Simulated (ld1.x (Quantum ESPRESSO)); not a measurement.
## B (Z = 5): what ld1.x (Quantum ESPRESSO) 7.5 does with a changed input

Command:

```bash
ld1.x < B.in > B.out
```

Input:

```
&input
   title='B', zed=5., rel=1, dft='BLYP', iswitch=3,
   config='[He] 2s2 2p1',
   nld=2, rlderiv=3.65, eminld=-3.0, emaxld=5.0, deld=0.02
 /
 &inputp
   pseudotype=2, tm=.true., lloc=1,
   nlcc=.true., new_core_ps=.true., rcore=1.10,
   file_wfcaegen='ae.wfc', file_wfcncgen='nc.wfc', file_beta='beta', file_chi='chi'
 /
2
2S  1  0   2.00   0.00  1.15  1.15  0.0
2P  2  1   1.00   0.00  3.35  3.35  0.0
 &test
   configts(1)='2s2 2p1'
 /
```

This is an input that runs to its end, with one change: file_pseudopw left out.

Q: How does the run end?

A: The program runs through. The occupied levels of the test differ from the all-electron ones by at most 0.00000 Ry (unchanged input: 0.00000 Ry). No file is written.

```
     dft =BLYP   lsd =0 sic =0 latt =0  beta=0.20 tr2=1.0E-14
     mesh =1059 r(mesh) = 101.04461 xmin = -7.00 dx = 0.01250

     n l     nl             e AE (Ry)        e PS (Ry)    De AE-PS (Ry)
     1 0     2S   1( 2.00)       -0.68365       -0.68365        0.00000
     2 1     2P   1( 1.00)       -0.25996       -0.25996        0.00000

     eps = 7.0E-15  iter = 13

     Etot =     -49.289704 Ry,     -24.644852 Ha,    -670.620582 eV
     Etotps =    -5.358195 Ry,      -2.679097 Ha,     -72.901952 eV

     Ekin =       2.316464 Ry,       1.158232 Ha,      31.517094 eV
     Encl =     -10.920895 Ry,      -5.460448 Ha,    -148.586348 eV
     Ehrt =       3.946840 Ry,       1.973420 Ha,      53.699500 eV
     Ecxc =      -1.832784 Ry,      -0.916392 Ha,     -24.936301 eV
     (Ecc =      -0.198991 Ry,      -0.099496 Ha,      -2.707416 eV)
     Epseu=       1.132181 Ry,       0.566090 Ha,      15.404103 eV

     ---------------------- End of pseudopotential test ----------------------
```
